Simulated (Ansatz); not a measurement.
Ansatz (a program for electronic structure) input:

Ansatz 0.2 input:
```yaml
crystal:
  periodic: [false, false, false]
  atoms:
    - {symbol: In, position_ang: [-0.00000000, -0.00000000, -0.60420182]}
    - {symbol: Cl, position_ang: [0.00000000, 0.00000000, 1.74152289]}
basis:
  gaussian:
    orbitals: def2-SVPD
total_charge: 1
magnetization: {spin_polarized: true, initial_magnetization: 1}
correlation: {method: ccsd_t, electrons: outside_noble_gas}
output: {forces: true}
```

Problem. Predict the final energy.

Solution. -648.52985 Eh (CCSD(T)/def2-SVPD). The basis has 59 functions.
